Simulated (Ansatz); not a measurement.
# Molecular dynamics of LiW16

Input file:

```yaml
accuracy: low
crystal:
  lattice:
    - [6.32, 0.0, 0.0]
    - [0.0, 6.32, 0.0]
    - [0.0, 0.0, 6.32]
  atoms:
    - { symbol: W, position: [0.00701158, -0.00040264, -1.368e-05] }
    - { symbol: W, position: [0.50721465, -0.00191765, 0.00032201] }
    - { symbol: W, position: [0.00703915, 0.50040069, -4.856e-05] }
    - { symbol: W, position: [0.00793012, 0.05511133, 0.50009127] }
    - { symbol: W, position: [0.26908331, 0.24999167, 0.2384502] }
    - { symbol: W, position: [0.50730811, 0.50181668, 0.00033648] }
    - { symbol: W, position: [0.50723834, -0.00075912, 0.50020975] }
    - { symbol: W, position: [0.74575245, 0.2498661, 0.23873752] }
    - { symbol: W, position: [0.00750701, 0.44395792, 0.49997568] }
    - { symbol: W, position: [0.2619992, 0.74995977, 0.24502916] }
    - { symbol: W, position: [0.268996, 0.2500265, 0.76177883] }
    - { symbol: W, position: [0.50708655, 0.50075083, 0.50021989] }
    - { symbol: W, position: [0.75199967, 0.74981087, 0.24477511] }
    - { symbol: W, position: [0.74572217, 0.24986913, 0.76160158] }
    - { symbol: W, position: [0.26235807, 0.75001589, 0.75553538] }
    - { symbol: W, position: [0.75170647, 0.74983448, 0.75573859] }
    - { symbol: Li, position: [0.00619185, 0.74940856, 0.5008562] }
basis:
  ecutwfc: 420.0
kpoints:
  mp_grid: { grid: [2, 2, 2] }
hamiltonian:
  xc: pbesol
scf:
  occupations: { method: fermi_dirac, width: 0.15 }
  lower_state_search: "off"
md:
  timestep: 1
  n_steps: 210
  ensemble: nvt_langevin
  temperature: 1500.0
  initial_velocities: maxwell_boltzmann
  seed: 476589
  friction: 0.02
```

Command:

```bash
$ ansatz run input.yaml --threads 2 --pin off --max-ram 5120MiB --backend cpu --events-out ev --progress --plain --runs-dir out
```

It starts from a relaxed structure.

Output, in part (step lines):

```
md step     0: t =     0.00 fs  T =  1411.8 K  F+E_penalty+E_count = -164301.58585527 eV  E_kin = 3.102240 eV  (7 SCF iters)
md step     1: t =     1.00 fs  T =  1351.6 K  F+E_penalty+E_count = -164301.58053756 eV  E_kin = 2.969936 eV  (6 SCF iters)
md step     2: t =     2.00 fs  T =  1403.1 K  F+E_penalty+E_count = -164301.56661874 eV  E_kin = 3.083241 eV  (6 SCF iters)
md step     3: t =     3.00 fs  T =  1352.2 K  F+E_penalty+E_count = -164301.54637441 eV  E_kin = 2.971357 eV  (6 SCF iters)
md step     4: t =     4.00 fs  T =  1412.5 K  F+E_penalty+E_count = -164301.51593208 eV  E_kin = 3.103860 eV  (6 SCF iters)
md step     5: t =     5.00 fs  T =  1386.4 K  F+E_penalty+E_count = -164301.47527162 eV  E_kin = 3.046421 eV  (5 SCF iters)
md step     6: t =     6.00 fs  T =  1491.2 K  F+E_penalty+E_count = -164301.42821484 eV  E_kin = 3.276692 eV  (5 SCF iters)
md step     7: t =     7.00 fs  T =  1390.7 K  F+E_penalty+E_count = -164301.37905421 eV  E_kin = 3.055983 eV  (5 SCF iters)
[... lines left out ...]
md step   209: t =   209.00 fs  T =  1490.9 K  F+E_penalty+E_count = -164299.63017949 eV  E_kin = 3.276184 eV  (5 SCF iters)
md step   210: t =   210.00 fs  T =  1442.6 K  F+E_penalty+E_count = -164299.66734531 eV  E_kin = 3.169930 eV  (6 SCF iters)
```

The steps, from the saved trajectory:

```
time (fs)  T (K)  potential energy less start (eV)
      0.0   1412                             0.000
      7.0   1391                             0.207
     14.0   1287                             0.522
     21.0   1616                             0.857
     28.0   1409                             1.486
     35.0   1028                             2.069
     42.0    966                             2.484
     49.0   1233                             2.955
     56.0   1017                             3.362
     63.0   1367                             3.576
     70.0   1476                             3.745
     77.0   1363                             3.768
     84.0   1253                             3.896
     91.0   1463                             3.812
     98.0   1289                             3.626
    105.0   1365                             3.128
    112.0   1793                             2.709
    119.0   1933                             2.502
    126.0   1915                             2.381
    133.0   1980                             2.481
    140.0   1662                             2.917
    147.0   1369                             3.202
    154.0   1175                             3.278
    161.0   1058                             3.526
    168.0   1517                             3.398
    175.0   1837                             3.205
    182.0   1529                             3.035
    189.0   1201                             2.914
    196.0   1415                             2.611
    203.0   1490                             2.208
    210.0   1443                             1.919
```

All steps were run. A run of 0.21 ps of so small a system gives no equilibrium averages. Limits of this set-up: coarse k mesh, low accuracy level.

Mean squared displacements from the first frame to the last, about the centre of mass: W 0.05 Å², Li 1.97 Å².

Last frame:

```xyz
17
Lattice="6.3200 0.0000 0.0000 0.0000 6.3200 0.0000 0.0000 0.0000 6.3200" Properties=species:S:1:pos:R:3
W -0.045 0.130 0.036
W 3.106 0.165 0.061
W -0.062 3.345 0.111
W -0.070 0.028 3.163
W 1.601 1.567 1.512
W 3.030 3.313 0.036
W 3.225 0.045 3.274
W 4.686 1.621 1.643
W 0.232 2.940 2.889
W 1.514 4.931 1.716
W 1.377 1.610 4.720
W 3.010 3.320 3.177
W 4.574 4.886 1.613
W 4.549 1.902 4.643
W 1.450 4.656 4.788
W 4.533 5.117 5.057
Li -1.223 4.093 3.541
```

Run time: 25 min on 2 threads of Arm Neoverse V1, on a shared host, peak memory 1.1 GiB.
